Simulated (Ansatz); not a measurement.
Molecule: CH₃BF₂ (charge 0, singlet). 
Geometry from a B3LYP-D3(BJ)/def2-TZVP (Ansatz, an electronic-structure program) optimisation:
```
C
H 1 1.0887
H 1 1.0934 2 108.80
H 1 1.0936 2 108.72 3 115.04
B 1 1.5573 2 112.83 4 122.39
F 5 1.3269 1 122.80 2 -0.71
F 5 1.3282 6 115.79 1 179.94
```

Quantity: atomisation energy (electronic, to ground-state atoms), in kJ/mol. Valence correlation only, unless marked. Open shells are spin-unrestricted. No spin-orbit coupling. No relativistic terms. The coupled-cluster limit lacks core correlation, which all-electron functionals hold. CBS(X,Y): correlation extrapolated as X^-3; Hartree-Fock from the larger set. The bracket is a focal-point correction in the basis named.

```tsv
level	program	atomisation energy (kJ/mol)
HF/6-31G*	Ansatz	2334.2
revPBE/def2-TZVPD	Ansatz	2944.9
PBE0/def2-SVP	Ansatz	3039.3
PBE0/def2-TZVPD	Ansatz	2996.5
r2SCAN0/def2-TZVPD	Ansatz	2965.3
HSE06-D3(BJ)/def2-TZVPD	Ansatz + dftd3	3004.1
LC-wPBE-D4/def2-TZVPD	Ansatz + dftd4	3018.1
B2GP-PLYP-D3(BJ)/def2-TZVPD	Ansatz + dftd3	2979.6
B2PLYP-D3(BJ)/def2-TZVPD	Ansatz + dftd3	2983.8
B2PLYP/def2-TZVPD	Ansatz	2977.8
RPA@PBE/cc-pVQZ	Ansatz	2805.6
MP2/STO-3G	Ansatz	2917.3
MP2/aug-cc-pVTZ	Ansatz	3032.1
RI-MP2/CBS(cc-pVTZ,cc-pVQZ)	Ansatz	3084.5
SCS-MP2/STO-3G	Ansatz	2919.4
SCS-MP2/aug-cc-pVTZ	Ansatz	2988.5
CCSD/CBS(cc-pVTZ,cc-pVQZ)	Ansatz	2957.0
CCSD(T)/cc-pVDZ	Ansatz	2781.4
CCSD(T)/cc-pVTZ	Ansatz	2938.7
RI-MP2/CBS(cc-pVTZ,cc-pVQZ)+[CCSD(T)-MP2]/cc-pVQZ	Ansatz	2999.4
CCSD(T)/CBS(cc-pVTZ,cc-pVQZ)	Ansatz	2998.9
```
